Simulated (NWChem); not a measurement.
# SiICl₂F; SMILES F[Si](Cl)(Cl)I

```xyz
5

F      1.8788     1.1205     0.0000
Si     0.2777     0.8539     0.0000
Cl    -0.5057     1.7331    -1.6786
Cl    -0.5057     1.7331     1.6786
I     -0.1070    -1.5435     0.0000
```
Atoms are numbered in this order, from 1.

Level: PBE-D3(BJ)/def2-SVP with def2 effective core potentials on I (NWChem), optimised geometry, unscaled harmonic frequencies. def2 effective core potentials on I; no spin-orbit coupling.

```json
[
 {"frequency (cm⁻¹)": "116", "IR intensity (km/mol)": "0.1"},
 {"frequency (cm⁻¹)": "129", "IR intensity (km/mol)": "0.2"},
 {"frequency (cm⁻¹)": "194", "IR intensity (km/mol)": "2.0"},
 {"frequency (cm⁻¹)": "201", "IR intensity (km/mol)": "5.3"},
 {"frequency (cm⁻¹)": "247", "IR intensity (km/mol)": "9.5"},
 {"frequency (cm⁻¹)": "355", "IR intensity (km/mol)": "36.5"},
 {"frequency (cm⁻¹)": "549", "IR intensity (km/mol)": "217.0"},
 {"frequency (cm⁻¹)": "620", "IR intensity (km/mol)": "178.8"},
 {"frequency (cm⁻¹)": "900", "IR intensity (km/mol)": "112.9"}
]
```

- zero-point energy = 4.7 kcal/mol
- thermal correction to the enthalpy at 298.15 K (with zero-point energy) = 9.5 kcal/mol
- heat capacity Cv = 19.5 cal/(mol K)
- entropy at 298.15 K and 1 atm (symmetry number 1) = 87.0 cal/(mol K)

Rigid rotor and harmonic oscillator.
